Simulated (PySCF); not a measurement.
Species: C4H7B.
SMILES: `BCC#CC`

The closed-shell ground state was solved at several levels (PySCF, density fitting, gas phase, non-relativistic). Geometry: PBE0-D3(BJ)/def2-SVP, one conformer, isolated molecule.

```tsv
level	basis functions	total energy (Eh)	HOMO (eV)	LUMO (eV)	gap (eV)	dipole (D)
PBE0/IGLO-III	245	-181.2327	-6.99	-1.47	5.52	0.54
PBE0/pcSseg-2	278	-181.2291	-7.00	-1.47	5.53	0.54
PBE0/def2-SVPD	156	-181.0407	-7.02	-1.44	5.58	0.55
BHandHLYP/pcSseg-2	278	-181.3532	-8.04	-0.44	7.60	0.45
B97-2/pcSseg-2	278	-181.4009	-6.74	-1.44	5.30	0.53
wB97X-D/pcSseg-2	278	-181.4039	-8.83	0.46	9.29	0.50
PBE0/def2-TZVP	197	-181.2276	-6.98	-1.45	5.53	0.54
PBE0/6-31G*	84	-181.1593	-6.69	-1.08	5.61	0.55
PBE0/6-31G	59	-181.1219	-6.76	-1.10	5.66	0.57
PBE0/STO-3G	32	-178.9800	-5.12	1.44	6.56	0.44
HF/def2-SVPD	156	-180.0278	-9.71	2.16	11.87	0.40
```

(1) Estimate the row for B3LYP/def2-SVPD, a basis of 156 functions; the other rows only guide the guess.

(2) Over all these levels, which gives the widest orbital gap and which the narrowest?

(3) How much does the basis alone move the frontier levels among the 7 PBE0 rows?

(4) In the pcSseg-2 basis, how does the gap go with the fixed share of exact exchange?

(5) How far do the dipole and the HOMO energy spread over the levels?

## Answers

(1) Total energy -181.2854 Eh, HOMO -6.80 eV, LUMO -1.69 eV, gap 5.11 eV, dipole 0.54 D.

(2) HF/def2-SVPD (Hartree–Fock, all exact exchange) has the widest, 11.87 eV, and B3LYP/def2-SVPD (global hybrid, 20 % exact exchange) the narrowest, 5.11 eV. The two share the basis. From the narrowest to the widest the HOMO moves by -2.91 eV and the LUMO by +3.85 eV.

(3) The HOMO by 1.90 eV and the LUMO by 2.91 eV. By rising basis size (HOMO, LUMO in eV): STO-3G -5.12, 1.44; 6-31G -6.76, -1.10; 6-31G* -6.69, -1.08; def2-SVPD -7.02, -1.44; def2-TZVP -6.98, -1.45; IGLO-III -6.99, -1.47; pcSseg-2 -7.00, -1.47.

(4) B97-2 (21 %) 5.30 eV; PBE0 (25 %) 5.53 eV; BHandHLYP (50 %) 7.60 eV. Each rise in the share widens the gap here.

(5) The dipole runs from 0.40 to 0.57 D (mean 0.51 D) and the HOMO from -9.71 to -5.12 eV.

wB97X-D is run here without its empirical dispersion term; that term would change no orbital, density or response property at a fixed geometry.
